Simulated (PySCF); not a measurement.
GaHCl2, SMILES [Cl][GaH][Cl].

The structure is a stationary point at ωB97X-D3(BJ)/def2-TZVP.

Level of theory: ωB97X/def2-TZVPD (PySCF).

Symmetry labels are those of the subgroup C2v that the program uses (full group C2v).

Problem. List the valence orbital energies around the gap with their symmetry. (The exact figures need the calculation; the answer reports its results.)

Solution. 
```json
[
 {"orbital": "HOMO−7", "symmetry": "B2", "energy (eV)": "-25.17"},
 {"orbital": "HOMO−6", "symmetry": "A1", "energy (eV)": "-16.24"},
 {"orbital": "HOMO−5", "symmetry": "A1", "energy (eV)": "-13.28"},
 {"orbital": "HOMO−4", "symmetry": "B2", "energy (eV)": "-13.19"},
 {"orbital": "HOMO−3", "symmetry": "B1", "energy (eV)": "-12.43"},
 {"orbital": "HOMO−2", "symmetry": "A2", "energy (eV)": "-11.86"},
 {"orbital": "HOMO−1", "symmetry": "B2", "energy (eV)": "-11.63"},
 {"orbital": "HOMO", "symmetry": "A1", "energy (eV)": "-11.62"},
 {"orbital": "LUMO", "symmetry": "B1", "energy (eV)": "0.10"},
 {"orbital": "LUMO+1", "symmetry": "A1", "energy (eV)": "0.82"},
 {"orbital": "LUMO+2", "symmetry": "A1", "energy (eV)": "1.68"},
 {"orbital": "LUMO+3", "symmetry": "B2", "energy (eV)": "1.96"}
]
```
